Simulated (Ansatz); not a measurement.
C2H5AlO2, relaxed with RKS PBE-D4/def2-SVP in Ansatz 0.2.0 from a rough embedded geometry. The force threshold is 0.03 eV/Å; the program also tests the step.

Total charge 0; spin multiplicity 1. The bonds changed during the relaxation, so this is another structure than the one it started from.

Start:

```xyz
10

C     1.340    1.391    0.243
O     0.759    0.083    0.121
C    -0.593   -0.096   -0.152
O    -1.433    0.851   -0.258
Al   -1.341   -1.917   -0.185
H     0.882    1.955    0.986
H     2.419    1.255    0.405
H     1.181    1.878   -0.775
H    -0.343   -3.221    0.062
H    -2.872   -2.180   -0.447
```

(1) How much energy does the relaxation release, and in how many steps? (Estimate.)

(2) Which bonds change most? (Best estimate.)

(3) Give the relaxed structure. (An estimate is asked.)

## Answers

(1) The calculation gave: 64.84 kJ/mol, in 30 steps, 2 of them rejected.

(2) The calculation gave: O4–Al5 from 2.771 to 1.993 Å; O2–C3 from 1.391 to 1.312 Å; C1–H6 from 1.039 to 1.107 Å; Al5–H9 from 1.660 to 1.593 Å.

(3) The calculation gave: 
```xyz
10

C     1.241    1.484    0.060
O     1.188    0.081   -0.322
C     0.044   -0.541   -0.166
O    -0.980    0.065    0.302
Al   -1.430   -1.834   -0.104
H     0.994    1.600    1.133
H     2.276    1.808   -0.141
H     0.521    2.072   -0.541
H    -1.545   -2.738    1.203
H    -2.308   -1.997   -1.423
```
